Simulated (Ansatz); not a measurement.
A nudged elastic band was laid between two geometries of BH3O2 + H3P (10 atoms, charge 0, multiplicity 1).

Theory: RKS PBE0/def2-SVP in Ansatz.

```json
{"movable images": "7", "climbing image": "yes", "spring": "5.0 eV/Å²", "optimiser": "quadratic models (default)", "start path": "through a guess of the saddle point", "force threshold": "0.05 eV/Å", "iteration limit": "60", "end points": "relaxed"}
```

Initial state:

```xyz
10
Properties=species:S:1:pos:R:3
B 0.282 1.344 0.266
H -0.509 1.923 -0.442
O 1.517 0.968 -0.167
O -0.086 1.072 1.539
H -1.729 -1.499 -1.349
P -0.976 -2.359 -0.492
H 1.682 1.210 -1.082
H 0.616 0.618 2.022
H 0.275 -1.813 -0.913
H -1.072 -1.464 0.617
```

Final state:

```xyz
10
Properties=species:S:1:pos:R:3
B 0.705 0.050 -0.011
H -2.815 1.321 0.046
O 1.907 0.692 -0.024
O -0.368 0.706 0.500
H -3.493 1.656 -0.051
P 0.395 -1.700 -0.803
H 2.632 0.181 -0.395
H -0.130 1.592 0.801
H 1.594 -2.308 -0.317
H -0.426 -2.191 0.253
```

What changes between the two ends?

Bonds broken: B1–H2, H5–P6. Bonds formed: B1–P6, H2–H5. BH3O2 + H3P becomes BH4O2P + H2.

What energy profile does the band end with?

The run converged. The highest image is number 3 of 0 to 8, 243.0 kJ/mol above the first end and 223.9 kJ/mol above the last; the last end lies 19.1 kJ/mol above the first. Neighbouring images differ by up to 2.0 eV, so the band resolves the path poorly. A vibrational analysis at the climbing image gives one clearly imaginary mode, 1534i cm⁻¹: a first-order saddle point. The orbitals stay closed-shell, which can raise the energy where a bond breaks towards radicals; this wasn't checked here.

| image | path coordinate (Å) | energy (kJ/mol) | B1–H2 (Å) | H5–P6 (Å) | B1–P6 (Å) |
| --- | --- | --- | --- | --- | --- |
| 0 | 0.00 | 0.0 | 1.21 | 1.43 | 3.98 |
| 1 | 1.21 | 1.7 | 1.21 | 1.43 | 3.80 |
| 2 | 2.41 | 68.4 | 1.21 | 1.43 | 3.12 |
| 3 | 3.62 | 243.0 | 1.51 | 1.60 | 2.06 |
| 4 | 4.84 | 51.7 | 2.45 | 2.34 | 1.98 |
| 5 | 6.07 | 26.3 | 3.09 | 2.96 | 1.95 |
| 6 | 7.29 | 21.3 | 3.04 | 3.69 | 1.95 |
| 7 | 8.51 | 19.5 | 3.36 | 4.40 | 1.95 |
| 8 | 9.74 | 19.1 | 3.74 | 5.19 | 1.95 |

What is the geometry of the highest image?


```xyz
10
Properties=species:S:1:pos:R:3
B 0.268 0.508 0.290
H -1.019 0.725 -0.470
O 1.269 1.257 -0.293
O 0.110 0.599 1.649
H -1.131 -0.114 -1.240
P -0.305 -1.287 -0.540
H 1.364 1.145 -1.242
H 0.655 1.312 2.004
H 0.187 -2.659 -0.498
H -1.398 -1.485 0.340
```

The band took 17 iterations and roughly 12 core-minutes.

Time of the run: 6.1 min on 2 threads of Arm Neoverse N1 (shared host), peak memory 0.17 GiB.
